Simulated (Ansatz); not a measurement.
Species: CH5O2Si, charge 0, multiplicity 2. It need not be the lowest isomer of its formula. 
Geometry from a B3LYP-D3(BJ)/def2-TZVP (Ansatz, a quantum-chemistry and plane-wave program) optimisation:
```xyz
9

C     -1.6871    -0.3409     0.2131
Si     0.0357     0.0848    -0.3960
O      0.6992     1.3651     0.4347
O      0.9590    -1.2367    -0.0343
H     -2.3823     0.4794     0.0310
H     -1.6429    -0.5349     1.2885
H     -2.0620    -1.2332    -0.2897
H      0.5304     2.2482     0.0962
H      1.9140    -1.1286    -0.0631
```
Charge 0, spin multiplicity 2.

Basis-set convergence of Hartree-Fock and MP2 correlation energies (hartree) with Ansatz. Cores are frozen in the correlated levels unless marked. UHF or UKS for open shells. No spin-orbit coupling. No relativistic terms.

| basis | functions | E(HF) | E(corr, MP2) |
|---|---|---|---|
| aug-cc-pV(D+d)Z | 146 | -479.54052 | -0.64134 |
| aug-cc-pV(T+d)Z | 308 | -479.61090 | -0.77890 |
| aug-cc-pV(Q+d)Z | 559 | -479.62681 | -0.82874 |

Extrapolating the two largest sets (X = 3 and 4) as X^-3: E(corr) = (64·(-0.82874) - 27·(-0.77890))/37 = -0.8651 Eh, an estimate of the basis-set limit. The largest set recovers 95.8 % of it, the smallest 74.1 %.
